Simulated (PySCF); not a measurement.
Species: CH₈NSi₂ (doublet state).
SMILES with atom numbers: `[CH2:1][Si@@H:2]([NH2:3])[SiH3:4]` (hydrogens: H5, H6 on C1; H7 on Si2; H8, H9 on N3; H10, H11, H12 on Si4)

Geometry (GFN2-xTB, Å), atoms numbered from 1 in this order:
```xyz
12
CH8NSi2 angstrom
C     -1.1439    1.5464   -0.1957
Si    -0.5690   -0.0861    0.3985
N     -0.9709   -1.4664   -0.5685
Si     1.7659   -0.1291    0.5082
H     -1.0429    2.4369    0.4016
H     -1.3594    1.7460   -1.2332
H     -1.1592   -0.4080    1.7074
H     -1.9458   -1.7023   -0.6619
H     -0.5193   -1.5830   -1.4613
H      2.2385    0.9708    1.3525
H      2.4009    0.0409   -0.8036
H      2.3065   -1.3669    1.0741
```

The hyperfine couplings belong to this conformer and change with its torsions.

Level of theory: PySCF, UKS B3LYP, pcH-1 on C H N Si, non-relativistic, mean-field spin-orbit, GIAO. The structure is a single GFN2-xTB conformer in the gas phase; no vibrational or solvent corrections. Couplings are sensitive to structure, and on GFN2-xTB geometries they can be far from those on DFT ones. The SCF solution wasn't tested for stability.

What is the g tensor, term by term?

```tsv
Δg (ppm)	1	2	3
relativistic mass correction	-126	-126	-126
gauge correction	4	28	15
orbital Zeeman/spin–orbit	-86	502	798
total	-209	404	686
```

So g = 2.00211, 2.00272, 2.00301 and g_iso = 2.00261; the tensor is rhombic: the two nearest values differ by 32 % of g3 − g1. Axes: g2 points within 9° of the C1–Si2 bond.

What effective moment and Curie constant follow for a powder?

With the mean of g² = 4.0105 and S(S+1) = 0.75: μ_eff = √(⟨g²⟩S(S+1)) = 1.734 μB and χT = 0.12505·⟨g²⟩·S(S+1) = 0.376 cm³ K/mol (cgs; spin-Hamiltonian part alone).

At 93.653 GHz, how far is the centre of the isotropic spectrum from where a free electron (g = 2.002319) resonates?

B = hν/(g μB) with μB/h = 13.99624 MHz/mT gives 3341.77 mT for the free electron and 3341.28 mT at g_iso, 0.49 mT lower.

What are the electron Larmor frequencies g μB B/h along the three axes at 340 mT?

9.5275, 9.5304, 9.5317 GHz for g1, g2 and g3, a range of 4.3 MHz.

In a frozen sample, at which fields do the three g values resonate at 9.5, 34, 94 and 263 GHz (hyperfine left aside), and which band first spreads them over more than twice a line width of 1.0 mT?

| band | GHz | B(g3) mT | B(g2) mT | B(g1) mT | spread mT |
| --- | --- | --- | --- | --- | --- |
| X | 9.5 | 338.87 | 338.92 | 339.02 | 0.15 |
| Q | 34.0 | 1212.79 | 1212.96 | 1213.33 | 0.54 |
| W | 94.0 | 3353.00 | 3353.48 | 3354.50 | 1.50 |
| J | 263.0 | 9381.28 | 9382.60 | 9385.47 | 4.19 |

The spread grows in proportion to the frequency. J band is the first where it exceeds 2.0 mT.

The largest Mulliken spin populations are on C1 (+1.02) and Si4 (+0.06). C1 is the only atom above +0.15. The angles at C1 add up to 358.1°, so it is nearly planar; its axial dipolar tensor and the negative couplings of its protons fit spin in a p orbital normal to that plane.

The HOMO–LUMO gaps are 6.35 eV among the α and 4.36 eV among the β orbitals.

The run took 14 s wall (grids of density and orbitals included) on an AMD EPYC 9R45 with one thread, no GPU, shared host, and the process peaked at 0.75 GiB of memory.
